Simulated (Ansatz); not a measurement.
C$_{3}$H$_{9}$BS, SMILES `CC(C)BS`. Total charge 0; spin multiplicity 1.

Cartesian coordinates in Å:
```
C 1.526 0.056 -0.206
C 0.060 -0.258 0.099
C -0.377 0.434 1.394
B -0.854 0.227 -1.077
S -1.983 -0.789 -1.998
H 1.674 1.130 -0.350
H 2.169 -0.260 0.622
H 1.874 -0.451 -1.109
H -0.038 -1.342 0.242
H -0.298 1.521 1.303
H -1.412 0.197 1.656
H 0.259 0.124 2.229
H -0.847 1.374 -1.422
H -1.752 -1.964 -1.384
```

What are the harmonic wavenumbers in cm⁻¹ at PBE0-D4/def2-TZVP (Ansatz, finite differences of forces, unscaled)? (An estimate is asked.)

Ansatz gave: 29, 204, 213, 252, 260, 300, 416, 517, 697, 845, 857, 885, 925, 936, 983, 1083, 1108, 1128, 1196, 1324, 1336, 1386, 1407, 1479, 1482, 1495, 1502, 2609, 2684, 3026, 3035, 3036, 3105, 3106, 3115, 3117.

Is this a minimum?

Yes, all 36 modes are real.

Give the ideal-gas thermochemistry at 298.15 K and 1 bar (rigid rotor, harmonic oscillator; point group C1, symmetry number 1).

Zero-point energy 305.5 kJ/mol; H(298) − E = 327.1 kJ/mol; entropy 352.2 J/(mol·K), of which translation 164.7, rotation 113.0, vibration 74.6; G(298) − E = 222.1 kJ/mol. Modes under 100 cm⁻¹ are hindered rotations or soft bends, so the harmonic entropy is rough.
